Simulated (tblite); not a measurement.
C5H11NOSi2.
SMILES with atom numbers: `[CH:1]#[C:2][Si@@H:3]([SiH2:4][NH2:5])[C@H:6]([CH3:7])[CH:8]=[O:9]` (hydrogens: H10 on C1; H11 on Si3; H12, H13 on Si4; H14, H15 on N5; H16 on C6; H17, H18, H19 on C7; H20 on C8)

Computed with GFN2-xTB (tblite), gas phase: L-BFGS steps from a force-field or distance-geometry start until the largest atomic force falls under 0.01 eV/Å.

Step 27: E = -725.5389 eV
```
atom  x, y, z in Å  |  force x, y, z in eV/Å
C1      0.6219   -0.2885    3.0684   -0.001   0.059  -0.061
C2      0.5083   -0.0403    1.8957   -0.016   0.139   0.020
Si3     0.3917    0.4229    0.0983   -0.197  -0.052  -0.023
Si4     2.0526   -0.6394   -1.0960    0.112  -0.059  -0.054
N5      2.7544    0.6185   -2.0501    0.024  -0.003  -0.021
C6     -1.4756    0.0825   -0.3685   -0.109  -0.067   0.069
C7     -2.4499    0.9470    0.4467    0.067  -0.046   0.038
C8     -1.6605   -1.3594   -0.1250    0.146  -0.183  -0.013
O9     -1.5005   -2.2541   -0.9236    0.043   0.267   0.041
H10     0.7188   -0.4921    4.0969   -0.015  -0.068  -0.019
H11     0.4379    1.8990    0.0660   -0.008   0.080   0.081
H12     1.7411   -1.6740   -2.0770   -0.109   0.018  -0.021
H13     2.9921   -1.2629   -0.1396    0.017   0.018   0.025
H14     2.9808    1.5147   -1.6492   -0.044  -0.037   0.059
H15     3.4764    0.3652   -2.7048    0.009  -0.013  -0.040
H16    -1.5938    0.2851   -1.4373    0.022  -0.055   0.074
H17    -2.0475    1.2288    1.4199    0.095  -0.071  -0.060
H18    -2.6802    1.8663   -0.0944    0.003  -0.165   0.074
H19    -3.3766    0.3999    0.6393    0.050   0.140  -0.174
H20    -1.8964   -1.6082    0.9312   -0.091   0.099   0.003
```

Step 28: E = -725.5473 eV
```
atom  x, y, z in Å  |  force x, y, z in eV/Å
C1      0.6172   -0.2897    3.0634    0.011   0.049   0.023
C2      0.5103   -0.0406    1.8914   -0.037   0.140   0.012
Si3     0.3850    0.4251    0.1007   -0.098  -0.086  -0.161
Si4     2.0430   -0.6369   -1.1032    0.137  -0.095  -0.033
N5      2.7567    0.6150   -2.0575   -0.013  -0.006   0.010
C6     -1.4793    0.0833   -0.3643   -0.057  -0.095   0.029
C7     -2.4530    0.9480    0.4462    0.086  -0.082   0.054
C8     -1.6477   -1.3623   -0.1198    0.007   0.111   0.161
O9     -1.4585   -2.2534   -0.9099    0.096   0.046  -0.123
H10     0.7124   -0.4906    4.0915   -0.009  -0.083   0.022
H11     0.4464    1.8966    0.0646   -0.026   0.145   0.087
H12     1.7322   -1.6735   -2.0834   -0.102   0.029  -0.003
H13     2.9822   -1.2546   -0.1382   -0.012   0.021  -0.011
H14     2.9799    1.5055   -1.6425   -0.013  -0.024   0.017
H15     3.4821    0.3638   -2.7103   -0.011   0.000  -0.003
H16    -1.5913    0.2875   -1.4327    0.004  -0.075   0.042
H17    -2.0524    1.2097    1.4232    0.108  -0.006   0.012
H18    -2.6746    1.8741   -0.0851    0.019  -0.144   0.058
H19    -3.3827    0.4087    0.6309   -0.029   0.085  -0.179
H20    -1.9131   -1.6050    0.9319   -0.062   0.072  -0.015
```

Q: Estimate the geometry and energy of step 29. (The exact step hangs on the optimiser's Hessian estimate; all steps are aligned on step 28, rigid shifts and turns removed.)

A: E = -725.5337 eV, largest force 1.610 eV/Å
```
atom  x, y, z in Å  |  force x, y, z in eV/Å
C1      0.6042   -0.2933    3.0551    0.020   0.043   0.104
C2      0.5106   -0.0502    1.8814   -0.060   0.151   0.024
Si3     0.3720    0.4227    0.0979    0.126  -0.079  -0.291
Si4     2.0320   -0.6399   -1.1216    0.095  -0.161  -0.013
N5      2.7632    0.6060   -2.0715   -0.031  -0.005   0.027
C6     -1.4965    0.0948   -0.3519    0.064  -0.338  -0.103
C7     -2.4701    0.9533    0.4533    0.046  -0.090   0.134
C8     -1.6127   -1.3569   -0.1008    0.126  -0.660  -0.567
O9     -1.3087   -2.2579   -0.8769   -0.328   1.202   1.020
H10     0.6921   -0.4860    4.0853   -0.001  -0.098   0.027
H11     0.4577    1.8917    0.0639   -0.054   0.177   0.094
H12     1.7404   -1.6718   -2.1163   -0.111   0.063   0.049
H13     2.9618   -1.2635   -0.1455   -0.043   0.047  -0.044
H14     2.9838    1.4939   -1.6491    0.022  -0.031  -0.023
H15     3.4905    0.3487   -2.7217   -0.047   0.041   0.055
H16    -1.6008    0.3006   -1.4192   -0.011  -0.098   0.002
H17    -2.0865    1.1698    1.4495    0.077   0.025  -0.022
H18    -2.6642    1.9001   -0.0535    0.064  -0.167   0.075
H19    -3.4147    0.4289    0.5963   -0.055   0.065  -0.160
H20    -1.9593   -1.5803    0.9423    0.104  -0.088  -0.388
```

The energy changes by +0.0136 eV. The first-order estimate −F·Δx gives -0.0180 eV and the mean of the old and new forces, exact on a quadratic surface, +0.0189 eV. The step makes an angle of 81° with the force vector and moves no atom by more than 0.153 Å. The energy falls at the start of this step and ends higher, so the step passed the lowest point of its straight line.

The cost below is that of the whole relaxation. Time: 3.6 s. Hardware: Arm Neoverse N1, one thread, shared host with 64 logical CPUs at a one-minute load of 59.
